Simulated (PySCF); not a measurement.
CH8O2Si2, SMILES OC[SiH2]O[SiH3].

Geometry: B3LYP-D3(BJ)/def2-SVP. One conformer was computed; it need not be the lowest.

Two levels are set side by side: PBE/def2-TZVP (PySCF) and B3LYP/def2-TZVP (PySCF). Same geometry, gas phase. Differences are taken from unrounded values.

| quantity | B3LYP |
|---|---|
| orbital gap (eV) | 6.85 |
| highest occupied level (eV) | -7.30 |
| lowest empty level (eV) | -0.46 |
| dipole moment (D) | 1.24 |
| mean polarisability (bohr³) | 71.0 |

Problem. What does PBE give, and how far is it from B3LYP? (An estimate is asked for; the answer gives what the named calculation found.)

Solution. 
```csv
quantity,PBE,PBE minus B3LYP
orbital gap (eV),4.92,-1.93
highest occupied level (eV),-6.04,1.27
lowest empty level (eV),-1.12,-0.66
dipole moment (D),1.13,-0.10
mean polarisability (bohr³),74.3,3.3
```

PBE's occupied levels lie high since its potential decays too fast outside the molecule; exact exchange lowers them and widens the gap. PBE's more diffuse valence density responds more strongly to a field. Differences between two approximate levels are no errors against the true value.

Rough cost on one machine, each run with all the roots and properties that it gave: B3LYP against PBE within a factor of 2.
